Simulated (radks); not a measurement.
The potassium ion K2+, 17 electrons, occupied as [Ne] 3s2 3p5. Calculated with a radial shooting solver on a logarithmic mesh with Libxc functionals: Dirac Kohn-Sham, PBE, spin-unpolarised, spherical densities, finite nucleus; open shells fill j = l - 1/2 first; Fermi nuclear charge, rms radius 3.4349 fm.

Spin-orbit splittings of the eigenvalues, e(l+1/2) - e(l-1/2), with zeta = 2 splitting/(2l+1) and mean radii in bohr:

shell  occ.  splitting (eV)  zeta (eV)  <r> j=l-1/2  <r> j=l+1/2
2p        6           2.897      1.931       0.3486       0.3511
3p        5          0.2976     0.1984        1.350        1.357
3d        0         0.01696   0.006782        1.861        1.863
